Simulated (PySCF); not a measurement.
From one molecule to another.

First species: 1,2-difluoroethane, C₂H₄F₂.
SMILES: `FCCF`

Second species: C₆H₆F₃N₃.
Atom-mapped SMILES: `[CH2:1]=[CH:2][CH2:3][n:4]1[cH:5][c:6]([C:7]([F:8])([F:9])[F:10])[n:11][n:12]1` (hydrogens: H13, H14 on C1; H15 on C2; H16, H17 on C3; H18 on C5)

Levels: PBE0/pcSseg-1 for dipole moment, HOMO energy, LUMO energy and HOMO–LUMO gap; GFN2-xTB for rotational constant A and rotational constant C. Geometries: GFN2-xTB. Each structure is a single optimised conformer of the isolated species, non-relativistic unless stated. Electronic properties by PySCF.

The conformers computed, where there is a choice (atom-mapped SMILES and torsion angles):
- `[F:1][CH2:2][CH2:3][F:4]`: F1–C2–C3–F4 86°
- `[CH2:1]=[CH:2][CH2:3][n:4]1[cH:5][c:6]([C:7]([F:8])([F:9])[F:10])[n:11][n:12]1`: C1–C2–C3–N4 124°, C2–C3–N4–C5 -62°, C5–C6–C7–F8 -13°

Values for the first species:

```
Dipole moment         : 2.42 D
HOMO energy           : -9.38 eV
LUMO energy           : 1.57 eV
HOMO–LUMO gap         : 10.95 eV
Rotational constant A : 19.378 GHz
Rotational constant C : 4.247 GHz
```

Estimate the same properties for the second species, and the change in each.

```tsv
property	first	second	second less first
dipole moment	2.42 D	6.14 D	+3.72 D
HOMO energy	-9.38 eV	-8.21 eV	+1.17 eV
LUMO energy	1.57 eV	-0.76 eV	-2.33 eV
HOMO–LUMO gap	10.95 eV	7.45 eV	-3.50 eV
rotational constant A	19.378 GHz	2.083 GHz	-17.295 GHz
rotational constant C	4.247 GHz	0.432 GHz	-3.815 GHz
```

On the first: The dipole matches unit charges of opposite sign 0.50 Å apart (1 e·Å = 4.8032 D). Point group C2 permits a dipole; with 2.42 D the species has a pure rotational spectrum.

On the second: The dipole matches unit charges of opposite sign 1.28 Å apart (1 e·Å = 4.8032 D).
